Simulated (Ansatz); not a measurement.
Geometry optimisation, UKS PBE/def2-SVP (Ansatz).

Input:

```yaml
crystal:
  periodic: [false, false, false]
  atoms:
    - { symbol: Ta, position_ang: [-0.244395, 0.077868, -0.025158] }
    - { symbol: F, position_ang: [1.586377, 0.728472, -0.053298] }
    - { symbol: O, position_ang: [0.074976, -0.073807, 1.881072] }
    - { symbol: H, position_ang: [0.872135, -0.054039, 2.436318] }
    - { symbol: O, position_ang: [-0.085122, 0.019272, -1.925022] }
    - { symbol: H, position_ang: [0.538373, -0.098791, -2.656277] }
    - { symbol: O, position_ang: [-1.588737, 1.428704, 0.085058] }
    - { symbol: H, position_ang: [-1.967677, 1.738843, 0.926987] }
    - { symbol: O, position_ang: [-1.036667, -1.68194, 0.009188] }
    - { symbol: H, position_ang: [-1.135508, -2.127008, 0.871495] }
    - { symbol: Cl, position_ang: [3.095044, -1.486672, 0.109038] }
magnetization:
  spin_polarized: true
  initial_magnetization: 1
basis:
  gaussian: { orbitals: def2-SVP }
hamiltonian:
  xc: pbe
relax:
  f_tol: 0.03
  max_steps: 50
```

Launched with:

```bash
$ ansatz run input.yaml --threads 4 --pin off --max-ram 5120MiB --backend cpu --events-out ev --progress --plain --runs-dir out
```

Where does it end, and by what steps?

The forces met the threshold. After 11 steps the energy has fallen by 0.206 eV; Cl11 moved furthest, 0.81 Å. Joined: Ta1–Cl11 (3.69 → 2.80 Å).

```tsv
step	energy less start (eV)	largest force component (eV/Å)	accepted
0	0.0000	0.537	yes
1	-0.0488	0.388	yes
2	-0.0994	0.298	yes
3	-0.1444	0.168	yes
4	-0.1861	0.162	yes
5	-0.1829	0.209	no
6	-0.1994	0.133	yes
7	-0.1927	0.247	no
8	-0.2031	0.232	yes
9	-0.2050	0.073	yes
10	-0.2056	0.052	yes
11	-0.2058	0.015	yes
```

```xyz
11
Properties=species:S:1:pos:R:3
Ta -0.169 -0.052 -0.007
F 1.623 0.940 -0.009
O 0.198 -0.088 1.897
H 1.010 0.121 2.388
O 0.058 -0.061 -1.903
H 0.775 0.002 -2.555
O -1.499 1.319 0.058
H -1.900 1.615 0.896
O -1.129 -1.707 0.099
H -1.180 -2.282 0.882
Cl 2.323 -1.336 -0.086
```

Whether the end is a true minimum wasn't checked by a vibrational analysis.

The run took 61 s on 4 threads of Arm Neoverse V1, with other jobs on the host, peak memory 0.3 GiB.
